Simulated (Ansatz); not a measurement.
Isolated molecules relaxed with PBE0-D4/def2-TZVP in Ansatz; ΔE leaves out vibrations. CBS: MP2 limit from def2 TZ/QZ plus the TZ coupled-cluster correction, frozen cores. DFT in def2-TZVPP. B3LYP here is the variant with VWN-RPA as its local correlation; programs differ in this. Elements past krypton have def2 core potentials. For In outer-core shells are correlated without core-valence functions, which leaves a few kJ/mol of doubt a bond. Each species was taken in one conformer, which may not be the lowest.

Reaction (ligand exchange at the Si–C bond): `C[CH]([SiH3])[InH2]` + `NB(O)F` → `NB(F)O[SiH3]` + `C[CH2][InH2]`

| level | ΔE (kcal/mol) | difference from CCSD(T)/CBS |
| --- | --- | --- |
| CAM-B3LYP-D4 | -23.3 | -3.2 |
| B3LYP | -23.6 | -3.5 |
| r2SCAN0 | -21.4 | -1.3 |
| BHLYP | -25.1 | -5.0 |
| LC-ωPBE | -20.6 | -0.5 |
| MP2/def2-SVP | -18.6 | 1.5 |
| CCSD(T)/def2-SVP | -18.8 | 1.3 |
| MP2/def2-QZVPP | -20.1 | 0.0 |
| SCS-MP2/def2-QZVPP | -21.7 | -1.6 |
| CCSD/CBS(def2) | -21.1 | -1.0 |
| CCSD(T)/CBS | -20.1 | 0 |

Largest T1 diagnostic among the species: 0.013.

From BLYP to BHLYP (50 % exact exchange), in def2-TZVPP and without D4, ΔE moves by −2.0 kcal/mol. The D4 term adds +1.4 kcal/mol with B3LYP and +0.8 kcal/mol with PBE0; it sums over pairs of atoms, weighted by their polarisabilities, and B3LYP, whose exchange is more repulsive, gets the larger term. In def2-TZVPP, CCSD(T) changes the Hartree–Fock value by +6.8 kcal/mol (the triples alone add +1.0 kcal/mol) and MP2 by +7.2 kcal/mol.

CCSD(T)/CBS has its own doubt, a few kJ/mol and more with outer-core shells, so smaller differences from it don't rank the levels.
